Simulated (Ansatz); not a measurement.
Reaction (ligand exchange at a Zn–C bond): `[NH2][Zn][CH2]F` + H₂S → `[NH2][Zn][SH]` + `CF`

Computed with Ansatz on PBE0-D4/def2-TZVP structures; ΔE is electronic, products minus reactants. CBS: MP2 limit from def2 TZ/QZ plus the TZ coupled-cluster correction, frozen cores. This one scheme is used for every species. DFT in def2-TZVPP. HSE06 is defined as in plane-wave codes. For Zn outer-core shells are correlated without core-valence functions, which leaves a few kJ/mol of doubt a bond. Scalar relativity is left out up to krypton. Each species was taken in one conformer, which may not be the lowest.

Q: Is it downhill or uphill in electronic energy at CCSD(T)/CBS, and by how much? (An estimate is asked.)

A: The calculation gave: Downhill: ΔE = -1.38 eV.

Q: What do these levels give: LDA (SPW92), r2SCAN0-D4, B2PLYP, HSE06, MP2/def2-QZVPP, HF/CBS(def2)? (An estimate is asked.)

A: Computed: LDA (SPW92) -1.22, r2SCAN0-D4 -1.41, B2PLYP -1.34, HSE06 -1.36, MP2/def2-QZVPP -1.40, HF/CBS(def2) -1.58 eV.

Largest T1 diagnostic among the species: 0.015.

In def2-TZVPP, CCSD(T) changes the Hartree–Fock value by +0.24 eV (the triples alone add +0.02 eV) and MP2 by +0.20 eV. At CCSD(T), def2-SVP lies +0.08 eV from the extrapolated value and def2-TZVPP +0.05 eV.
